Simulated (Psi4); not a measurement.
Psi4 input (wB97X-D/6-31G*):

```
memory 1500 MB

molecule {
-1 1
C    -1.07726718    0.31070560   -0.28901821
S     0.51175678   -0.09098563    0.09072573
H    -1.72450539   -0.40846356    0.28249763
symmetry c1
no_reorient
no_com
}

set {
  basis 6-31G*
  reference rks
  scf_type pk
  dft_radial_points 99
  dft_spherical_points 590
  e_convergence 1e-8
  d_convergence 1e-7
  maxiter 150
}

e = energy('wb97x-d')
print_out(f'\nFINAL {e:.10f} DIPOLE {variable("CURRENT DIPOLE")[0]:.6f} {variable("CURRENT DIPOLE")[1]:.6f} {variable("CURRENT DIPOLE")[2]:.6f}\n')
```

Output:

```
   => Loading Basis Set <=

    Name: 6-31G*
    Role: ORBITAL
    Keyword: BASIS
    atoms 1 entry C          line   111 file 6-31gs.gbs
    atoms 2 entry S          line   316 file 6-31gs.gbs
    atoms 3 entry H          line    44 file 6-31gs.gbs

   => WB97X-D: Empirical Dispersion <=

    Chai and Head-Gordon Dispersion Correction
    Chai, J.-D.; Head-Gordon, M. (2010), J. Chem. Phys., 132: 6615-6620

        s6 =       1.000000

         ---------------------------------------------------------
                                   SCF
               by Justin Turney, Rob Parrish, Andy Simmonett
                          and Daniel G. A. Smith
                              RKS Reference
         ---------------------------------------------------------

  ==> Geometry <==

    Molecular point group: c1
    Full point group: C1

    Geometry (in Angstrom), charge = -1, multiplicity = 1:

       Center              X                  Y                   Z               Mass
    ------------   -----------------  -----------------  -----------------  -----------------
         C           -1.077267180000     0.310705600000    -0.289018210000    12.000000000000
         S            0.511756780000    -0.090985630000     0.090725730000    31.972071174400
         H           -1.724505390000    -0.408463560000     0.282497630000     1.007825032230

  Running in c1 symmetry.

  Rotational constants: A =     15.81781  B =      0.62049  C =      0.59707 [cm^-1]
  Rotational constants: A = 474206.04850  B =  18601.93445  C =  17899.77057 [MHz]
  Nuclear repulsion =   36.755704347303812

  Charge       = -1
  Multiplicity = 1
  Electrons    = 24
  Nalpha       = 12
  Nbeta        = 12

  ==> Algorithm <==

  SCF Algorithm Type is PK.
  DIIS enabled.
  MOM disabled.
  Fractional occupation disabled.
  Guess Type is SAD.
  Energy threshold   = 1.00e-08
  Density threshold  = 1.00e-07
  Integral threshold = 1.00e-12

  ==> Primary Basis <==

  Basis Set: 6-31G*
    Blend: 6-31G*
    Number of shells: 16
    Number of basis functions: 36
    Number of Cartesian functions: 36
    Spherical Harmonics?: false
    Max angular momentum: 2

  ==> DFT Potential <==

   => LibXC <=

    Version 7.1.2
    S. Lehtola, C. Steigemann, M. J. T. Oliveira, and M. A. L. Marques,  SoftwareX 7, 1–5 (2018) (10.1016/j.softx.2017.11.002)

   => Composite Functional: WB97X-D <=

    wB97X-D Hyb-GGA Exchange-Correlation Functional

    J.-D. Chai and M. Head-Gordon,  Phys. Chem. Chem. Phys. 10, 6615–6620 (2008) (10.1039/B810189B)

    Deriv               =              1
    GGA                 =           TRUE
    Meta                =          FALSE

    Exchange Hybrid     =           TRUE
    MP2 Hybrid          =          FALSE

   => Exchange-Correlation Functionals <=

    1.0000   wB97X-D range-separated functional

   => Exact (HF) Exchange <=

    0.7780            HF,LR [omega = 0.2000]
    0.2220               HF

   => LibXC Density Thresholds  <==

    XC_HYB_GGA_XC_WB97X_D:  1.00E-14

   => Molecular Quadrature <=

    Radial Scheme          =       TREUTLER
    Pruning Scheme         =           NONE
    Nuclear Scheme         =       TREUTLER

    Blocking Scheme        =         OCTREE
    BS radius alpha        =              1
    Pruning alpha          =              1
    Radial Points          =             99
    Spherical Points       =            590
    Total Points           =         165391
    Total Blocks           =           1284
    Max Points             =            256
    Max Functions          =             36
    Weights Tolerance      =       1.00E-15

  ==> Integral Setup <==

  Using in-core PK algorithm.
   Calculation information:
      Number of atoms:                   3
      Number of AO shells:              16
      Number of primitives:             46
      Number of atomic orbitals:        36
      Number of basis functions:        36

      Integral cutoff                 1.00e-12
      Number of threads:                 1

  Performing in-core PK
  Using 666333 doubles for integral storage.
  We computed 9180 shell quartets total.
  Whereas there are 9316 unique shell quartets.

  Computing range-separated integrals for PK
  We computed 9180 wK shell quartets total.
  Whereas there are 9316 wK unique shell quartets.

  ==> DiskJK: Disk-Based J/K Matrices <==

    J tasked:                  Yes
    K tasked:                  Yes
    wK tasked:                 Yes
    Omega:               2.000E-01
    Schwarz Cutoff:          1E-12


  Cached 100.0% of DFT collocation blocks in 0.154 [GiB].

  Minimum eigenvalue in the overlap matrix is 1.4904862070E-02.
  Reciprocal condition number of the overlap matrix is 2.9261916235E-03.
    Using symmetric orthogonalization.

  ==> Pre-Iterations <==

  SCF Guess: Superposition of Atomic Densities via on-the-fly atomic UHF (no occupation information).

   -------------------------
    Irrep   Nso     Nmo
   -------------------------
     A         36      36
   -------------------------
    Total      36      36
   -------------------------

  ==> Iterations <==

                        Total Energy        Delta E     RMS |[F,P]|

   @RKS iter SAD:  -436.16133055713459   -4.36161e+02   0.00000e+00
   @RKS iter   1:  -436.68190346298621   -5.20573e-01   1.02141e-02 DIIS/ADIIS
   @RKS iter   2:  -436.73796835606231   -5.60649e-02   7.32940e-03 DIIS/ADIIS
   @RKS iter   3:  -436.77436189745538   -3.63935e-02   1.66068e-03 DIIS/ADIIS
   @RKS iter   4:  -436.77645084401900   -2.08895e-03   4.83631e-04 DIIS/ADIIS
   @RKS iter   5:  -436.77664614633915   -1.95302e-04   8.05187e-05 DIIS
   @RKS iter   6:  -436.77665837547352   -1.22291e-05   2.43720e-05 DIIS
   @RKS iter   7:  -436.77665975332820   -1.37785e-06   6.15176e-06 DIIS
   @RKS iter   8:  -436.77665983946923   -8.61410e-08   6.99709e-07 DIIS
   @RKS iter   9:  -436.77665984068966   -1.22043e-09   1.64145e-07 DIIS
   @RKS iter  10:  -436.77665984073167   -4.20073e-11   3.55375e-08 DIIS
  Energy and wave function converged.

  ==> Post-Iterations <==

   Electrons on quadrature grid:
      Ntotal   =   23.9999999332 ; deviation = -6.684e-08

    Orbital Energies [Eh]
    ---------------------

    Doubly Occupied:

       1A    -88.770119     2A    -10.076804     3A     -7.790016
       4A     -5.738205     5A     -5.737771     6A     -5.731200
       7A     -0.602173     8A     -0.384525     9A     -0.208118
      10A     -0.124974    11A     -0.115671    12A     -0.003304

    Virtual:

      13A      0.255174    14A      0.391707    15A      0.455635
      16A      0.614544    17A      0.676713    18A      0.695817
      19A      0.717594    20A      0.878546    21A      0.923278
      22A      0.932022    23A      1.118419    24A      1.130661
      25A      1.135921    26A      1.157455    27A      1.228770
      28A      1.314170    29A      1.422379    30A      2.034182
      31A      2.163480    32A      2.183708    33A      2.407260
      34A      2.636315    35A      4.262989    36A      4.453897

    Final Occupation by Irrep:
              A
    DOCC [    12 ]
    NA   [    12 ]
    NB   [    12 ]

  @RKS Final Energy:  -436.77665984073167

   => Energetics <=

    Nuclear Repulsion Energy =             36.7557043473038121
    One-Electron Energy =                -680.8772432293955035
    Two-Electron Energy =                 230.1186353202354553
    DFT Exchange-Correlation Energy =     -22.7736967115849609
    Empirical Dispersion Energy =          -0.0000595672904859
    VV10 Nonlocal Energy =                  0.0000000000000000
    Total Energy =                       -436.7766598407316678

Computation Completed

Properties will be evaluated at   0.000000,   0.000000,   0.000000 [a0]

Properties computed using the SCF density matrix

 Multipole Moments:

 ------------------------------------------------------------------------------------
     Multipole            Electronic (a.u.)      Nuclear  (a.u.)        Total (a.u.)
 ------------------------------------------------------------------------------------

 L = 1.  Multiply by 2.5417464519 to convert [e a0] to [Debye]
 Dipole X            :          0.2495674            0.0000000            0.2495675
 Dipole Y            :         -0.4752425           -0.0000001           -0.4752425
 Dipole Z            :          0.3986855            0.0000001            0.3986856
 Magnitude           :                                                    0.6686476

 ------------------------------------------------------------------------------------

FINAL -436.7766598407 DIPOLE 0.249567 -0.475243 0.398686

*** Psi4 exiting successfully. Buy a developer a beer!
```

The dipole moment of an ion depends on the origin.

The geometry given is a B3LYP-D3(BJ)/def2-TZVP minimum.
